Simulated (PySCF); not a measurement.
**Orbital energies, ionisation energy and electron affinity**

In(PF3)H3.
Cartesian coordinates in Å at the PBE0-D3(BJ)/def2-SVP level; atoms count from 1:
```xyz
8
F3H3InP angstrom
In    -0.016    0.054   -1.696
P      0.021   -0.041    1.174
F     -1.366    0.023    1.932
F      0.787    1.092    1.970
F      0.634   -1.305    1.901
H      1.713    0.026   -1.812
H     -0.853    1.573   -1.674
H     -0.921   -1.421   -1.795
```

Level: CAM-B3LYP/def2-SVPD (PySCF). Frontier orbitals with their largest atomic shares (Löwdin; up to four atoms above 4 %):

```tsv
orbital	ε (eV)	main atoms
HOMO−3	-14.21	In1 34 %, P2 14 %, H7 12 %, H8 12 %
HOMO−2	-11.39	P2 33 %, In1 20 %, F4 10 %, F5 10 %
HOMO−1	-9.58	?
HOMO	-9.57	?
LUMO	-0.18	In1 63 %, P2 8 %, H8 7 %, H7 7 %
LUMO+1	-0.11	P2 42 %, In1 17 %, F3 14 %, F5 11 %
LUMO+2	-0.10	P2 44 %, In1 14 %, F4 13 %, F5 12 %
```

**Question.** What vertical ionisation energy does ΔSCF give, and how far is −ε(HOMO) from it?

**Answer.** ΔSCF: 10.55 eV (1018 kJ/mol; threshold wavelength 118 nm); ⟨S²⟩ of the doublet left behind is 0.767, against 0.75 for a pure doublet. −ε(HOMO) is 9.57 eV, 0.98 eV below it. In exact Kohn–Sham theory the two would be equal; CAM-B3LYP (range-separated hybrid) falls short of its own ΔSCF value by 9 %. Holes in the HOMO−1 and HOMO−2 were tried too where these lie within 1.2 eV of the HOMO; the lowest converged state counts.

**Question.** On which atoms does the HOMO lie?

**Answer.** HOMO: In1 42 %, H7 35 %, H8 14 %, H6 7 %; HOMO−1: In1 42 %, H6 30 %, H8 23 %. These 2 orbitals lie within 0.02 eV of one another. The HOMO−2 lies 1.82 eV lower.

**Question.** And the vertical electron affinity, the fundamental gap, Mulliken's electronegativity and the hardness (with the factor ½)?

**Answer.** EA = -0.46 eV by ΔSCF (−ε(LUMO) = 0.18 eV); a negative value means that the added electron isn't bound at this geometry and level, and the number then depends on the basis. IE − EA = 11.01 eV against an orbital gap of 9.39 eV; (IE + EA)/2 = 5.04 eV; (IE − EA)/2 = 5.51 eV. Parr's electrophilicity index (IE + EA)²/[8(IE − EA)] is 1.16 eV.

**Question.** What kinetic energy would electrons from this vertical process carry with Lyman-α light (10.199 eV)?

**Answer.** The photon is 0.35 eV short of the vertical value.

**Question.** How many of the 10 lowest singlet excitations (vertical TDDFT, same level) lie below the ionisation energy?

**Answer.** All 10; they run from 5.99 to 7.96 eV.

Isolated species at its PBE0-D3(BJ)/def2-SVP geometry, gas phase. Atoms past krypton carry effective core potentials; spin–orbit coupling is left out.

The run behind these numbers computed excited states and ΔSCF ions as well. Hardware: x86-64 server, one thread, shared host. Cost: 1.7 min of wall time.
